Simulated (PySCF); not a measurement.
Gas-phase XPS of `B[C@@H]1C[C@H]1C1CC1`, computed

C₆H₁₁B.
Numbering: `[BH2:1][C@@H:2]1[CH2:3][C@H:4]1[CH:5]1[CH2:6][CH2:7]1`

Computed with delta-SCF UKS SCAN, pcX-2 on the ionised atom, pcseg-1 elsewhere, spin-free X2C (PySCF 2.14.0). Binding energies are ΔSCF values: E(core-ionised, relaxed orbitals) − E(ground state) at a fixed geometry, referred to the vacuum level.

**Question.** What binding energy does each computed site have?

**Answer.** 
| atom(s) | bonded to | level | binding energy (eV) | above the level's lowest (eV) | count |
| --- | --- | --- | --- | --- | --- |
| C4 | 3 C and H | C 1s | 290.85 | +0.84 | 1 |
| C5 | 3 C and H | C 1s | 290.74 | +0.73 | 1 |
| C3 | 2 C and 2 H | C 1s | 290.63 | +0.62 | 1 |
| C6 | 2 C and 2 H | C 1s | 290.55 | +0.54 | 1 |
| C7 | 2 C and 2 H | C 1s | 290.55 | +0.54 | 1 |
| C2 | 2 C, H and B | C 1s | 290.01 | 0.00 | 1 |

Lowest listed C 1s: C2, bonded to 2 C, H and B. Highest, 0.84 eV above it: C4, bonded to 3 C and H. The widest gap between neighbouring values is 0.54 eV, between 290.01 and 290.55 eV. The values 290.55 and 290.55 eV lie too close for their order to be trusted.

**Question.** Give the binding energy of C 1s of C4 in hartree and in kJ/mol.

**Answer.** 290.85 eV = 10.6885 Eh = 28063 kJ/mol.

Not every level is listed. No level of boron is listed. The structure is a single PBE0-D3(BJ)/def2-SVP conformer in the gas phase; no vibrational or solvent corrections.

Shape of the structure used: `[BH2:1][C@@H:2]1[CH2:3][C@H:4]1[CH:5]1[CH2:6][CH2:7]1`: C3–C4–C5–C6 -116°.
